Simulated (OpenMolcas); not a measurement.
# Os⁵⁺: effect of the active space

| Item | Value |
| --- | --- |
| Program | OpenMolcas 26.06 |
| Method | MS-CASPT2, IPEA 0.25 Eh, imaginary shift 0.1 Eh |
| Basis | ANO-R1 |
| Scalar Hamiltonian | X2C, finite nucleus |
| Spin-orbit coupling | RASSI with atomic mean-field integrals over the reference wave functions, term energies averaged over their components |

A. 3 electrons in 5 orbitals (5d); 2S+1 = 4 even, 10 roots; 2S+1 = 2 even, 40 roots; closed shells correlated: 5s 5p; CASPT2 step roughly 8 core-seconds
B. 3 electrons in 10 orbitals (5d 6d); 2S+1 = 4 even, 10 roots; 2S+1 = 2 even, 40 roots; closed shells correlated: 5s 5p; CASPT2 step roughly 4 core-minutes

Energies in eV above 5d3 4F 3/2, the measured ground level; measured values from the list in Brasseur, Palmeri and Quinet, Atoms 13, 11 (2025).

```tsv
Level	A	B	Measured
5d3 4F 3/2	0.0000	0.0000	0.0000
5d3 4F 5/2	0.862	0.861	0.7932
5d3 4F 7/2	1.542	1.541	1.4189
5d3 4F 9/2 [58 %]	1.986	1.991	1.8199
5d3 4P 1/2 [69 %]	2.271	2.248	2.0795
5d3 2G 7/2	3.094	3.091	2.8417
5d3 2H 9/2 [56 %]	3.280	3.275	2.9791
5d3 4P 5/2	3.315	3.321	3.0783
5d3 2P 1/2 [69 %]	3.909	3.873	3.5782
5d3 2H 11/2	4.394	4.410	3.9868
5d3 2D 5/2(1)	4.613	4.612	4.2673
5d3 2G 9/2 [56 %]	4.983	4.995	4.5898
5d3 2P 3/2 [57 %]	5.381	5.353	4.9845
5d3 2F 5/2	5.386	5.391	4.9099
5d3 2F 7/2	5.500	5.500	5.0148
5d3 2D 3/2(2)	8.058	8.034	
5d3 2D 5/2(2)	8.144	8.139	7.5637
```

Deviations, from unrounded energies. A percentage is the sum of absolute deviations over the sum of measured energies, with the sign that they share, or ± where signs differ.

```json
{"Against measurement": "mean absolute deviation (cm-1)", "Levels": "15", "A": "2600", "B": "2500"}
{"Against measurement": "fine structure of the ground term (%)", "Levels": "3", "A": "+8.9", "B": "+8.9"}
{"Against measurement": "other terms of the ground configuration (%)", "Levels": "12", "A": "+8.8", "B": "+8.7"}
```

A, B lie about equally close to measurement. The largest miss of B in the table is 5d3 2D 5/2(2), by +4600 cm-1. The ranking rests on the paired levels alone, and a cruder setting can come out closer through cancelling errors.

The two smallest mean deviations differ by little beside CASPT2's spread within terms, so their order carries little weight.

Between A and B the level of the table that moves most is 5d3 2P 1/2 [69 %], by 290 cm-1 (lowest in B, highest in A). Moves below CASPT2's spread within the term are not significant.

CASPT2 breaks the degeneracy within a term, and the mean is taken; among the terms shown or strongly mixed into the levels shown the widest spread is 520 cm-1 (5d3 4F, B). The CASPT2 spread within a term exceeds the gap to the next term for 5d3 2D(1) and 5d3 2H, so the order of their levels is uncertain. The basis is small and was not contracted for so high a charge. Active for correlation alone: 6d; no level in the range computed is led by a configuration that fills it, so any true level of that kind is missing (holds for B). Computed and measured levels are paired by configuration, term and J; levels that our copy of the source lacks, or whose pairing is in doubt (as where it misses far off the trend of its configuration), stay unpaired and out of the deviations. Only configurations of the active space appear. The table leaves out levels that lie high or whose names do not pair safely across all columns.

A share in square brackets marks a mixed level and gives the weight of the term that names it, the lowest over the columns. A number in round brackets counts repeated terms of one configuration in the order of the reference energies.
